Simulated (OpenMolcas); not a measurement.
Cr4+, Mo4+, W4+: d2 down the group

```
Program             : OpenMolcas 26.06
Method              : CASSCF
Basis               : ANO-R2
Scalar Hamiltonian  : X2C, finite nucleus
Spin-orbit coupling : state interaction with AMFI integrals over the reference wave functions, term energies averaged over their components
```

Active space for each ion: 2 electrons in 5 orbitals (d).

Computed levels in cm-1 above 3F2:

| Level | Cr4+ | Mo4+ | W4+ |
| --- | --- | --- | --- |
| 3F3 | 511 | 1525 | 6521 |
| 3F4 | 1168 | 3304 | 12278 |
| 1D2 | 16468 | 12702 | 16228 |
| 3P0 | 19299 | 13780 | 14753 |
| 3P1 | 19480 | 14397 | 18409 |
| 3P2 | 19878 | 15969 | 25651 |
| 1G4 | 25260 | 19216 | 25064 |
| 1S0 | 61249 | 45022 | 50063 |
| weight of 3F in the lowest level (%) | 100 | 99 | 92 |

Mixed levels, with the weight of the term that names them: W4+ 1D2 (53 %), W4+ 3P2 (59 %).

Measured, with the error of the calculation in %. Measured levels: Cr4+ from Sugar and Corliss, J. Phys. Chem. Ref. Data 6, 317 (1977); Mo4+ from Sugar and Musgrove, J. Phys. Chem. Ref. Data 17, 155 (1988); W4+ from the list in J. Phys. B 45, 065001 (2012).

```tsv
Level	Cr4+	Mo4+	W4+
3F3	508 (+0.6)	1578 (-3.4)	
3F4	1142 (+2.3)	3357 (-1.6)	11519 (+6.6)
1D2	13188 (+24.9)	10190 (+24.6)	
3P0	15492 (+24.6)	11161 (+23.5)	12839 (+14.9)
3P1	15677 (+24.3)	11807 (+21.9)	16331 (+12.7)
3P2	16041 (+23.9)	13408 (+19.1)	22615 (+13.4)
1G4	22019 (+14.7)	16354 (+17.5)	22346 (+12.2)
1S0	51146 (+19.8)	37738 (+19.3)	43110 (+16.1)
```

The fine-structure level 3F4 changes by a factor of 10.5 from Cr4+ to W4+.

Without spin-orbit coupling 1D lies 15843, 11225, 10427 cm-1 above 3F in that order; the difference to the level 1D2, of either sign, comes from spin-orbit coupling, which also lowers the zero.

Without dynamic correlation excited terms often stand tens of per cent too high (terms of higher spin than the ground term too low), and those without a measured partner can miss by more than the paired ones. Computed and measured levels are paired by configuration, term and J; levels that our copy of the source lacks, or whose pairing is in doubt (as where it misses far off the trend of its configuration), stay unpaired and out of the deviations. Only configurations of the active space appear.
